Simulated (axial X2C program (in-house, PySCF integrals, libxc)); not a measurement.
## Levels of LaP⁻ by electron attachment to LaP (EOM-EA-CCSD)

Calculated with an axial X2C code built on PySCF integrals: two-component X2C with atomic mean-field Coulomb and Gaunt terms, Gaussian nuclei, basis La dyall-cv3z, P dyall-av3z with contracted cores.

R = 2.182 Å (0.920 times 2.372 Å, the PBE0 minimum at charge 0 for the lowest determinant).

Levels of LaP⁻ obtained by attaching an electron to LaP:

| Ω | binding energy (eV) | above lowest (cm⁻¹) | attached spinor | one-particle weight |
| --- | --- | --- | --- | --- |
| 1/2 | 0.836 | 0 | 65% La sσ, 15% La pσ, 7% La dσ | 0.96 |
| 1/2 | -0.200 | 8355 | 85% La pπ, 10% La dπ | 0.98 |
| 3/2 | -0.230 | 8599 | 86% La pπ, 9% La dπ | 0.98 |
| 1/2 | -0.634 | 11858 | 67% La pσ, 12% P pσ, 12% La dσ | 0.97 |
| 3/2 | -0.871 | 13765 | 91% La dδ | 0.94 |
| 5/2 | -0.914 | 14112 | 91% La dδ | 0.94 |
| 1/2 | -1.353 | 17656 | 62% La sσ, 18% P pσ, 11% La pσ | 0.98 |
| 1/2 | -1.779 | 21089 | 64% La pπ, 13% La dπ, 8% La pσ | 0.97 |
| 3/2 | -1.859 | 21733 | 74% La pπ, 16% La dπ, 8% P pπ | 0.97 |

Q: What is the splitting of the first π pair in the table, and is it regular or inverted?

A: E(3/2) − E(1/2) = 8599 − 8355 = 244 cm⁻¹ at EOM-EA-CCSD: regular, Ω = 1/2 lower. Splittings at this level can be off by ten to twenty per cent.

Negative binding energies belong to unbound states, resonances or levels that the basis set holds; within some tenths of an eV of zero the sign is not settled.

This point took 41 s on 1 thread of Arm Neoverse N1 (shared host).

Reference electrons by ω block (each with its −ω partner): 1/2: 24, 3/2: 10, 5/2: 2. 16 electrons of LaP correlated (inner shells frozen), 88 natural virtual spinors (a truncated set); levels can be off by some tenths of an eV. Roots sought by Ω: (1/2: 5, 3/2: 4, 5/2: 2, 7/2: 1); the list ends where they run out and leaves out roots under 60 % one-particle weight. The solver can skip a root, and states that need a further excitation, which the method places far too high, are missing though they may lie low or lowest. T1 of the reference 0.021 (Lee–Taylor). Number of frozen shells: La 4 s, 3 p, 2 d; P 2 s, 1 p.
